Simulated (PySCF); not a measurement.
ruthenium atom (Ru), quintet (core potentials on Ru). Base run: PBE0/def2-SVP (PySCF).

Here is a job for PySCF.
```python
from pyscf import gto, scf, dft

mol = gto.Mole()
mol.atom = '''
    Ru    0.00000000    0.00000000    0.00000000
'''
mol.basis = 'def2-svp'
mol.ecp = {'Ru': 'def2-svp'}
mol.spin = 4
mol.verbose = 4
mol.build()

mf = dft.UKS(mol)
mf.xc = 'pbe0'
mf.kernel()
mf.analyze()
```

Variants of this job, named by their change:

```csv
change,ΔE vs base (mEh),SCF cycles,<S^2>,outcome
base,0.000,16,6.001,converged
solver = newton; init_guess = 1e,-0.006,-,6.001,converged
level_shift = 0.5 (with mf.max_cycle = 100),-0.003,46,6.001,converged
level_shift = 0.1 (with mf.max_cycle = 100),0.000,25,6.001,converged
conv_tol = 1e-4,0.012,7,6.001,converged
level_shift = 1.0 (with mf.max_cycle = 100),0.001,61,6.001,converged
init_guess = mod_huckel,-,-,-,stopped with an error
conv_tol_grad = 1e-3,0.000,16,6.001,converged
conv_tol = 1e-12,-,50,-,not converged
diis = off; damp = 0.6 (with mf.diis_start_cycle = 200; with mf.max_cycle = 150),0.000,91,6.001,converged
damp = 0.5; diis_start_cycle = 5,0.000,17,6.001,converged
level_shift = 0.3 (with mf.max_cycle = 100),0.000,29,6.001,converged
solver = newton,-0.011,-,6.001,converged
```

Open shells are given as the SCF converged; they aren't shown to be the lowest states, and a large step between rows can be another state.

- init_guess = mod_huckel: ended with `RuntimeError: Failed to assign mo_occ. nelec (10, 6) > Nmo (9)`
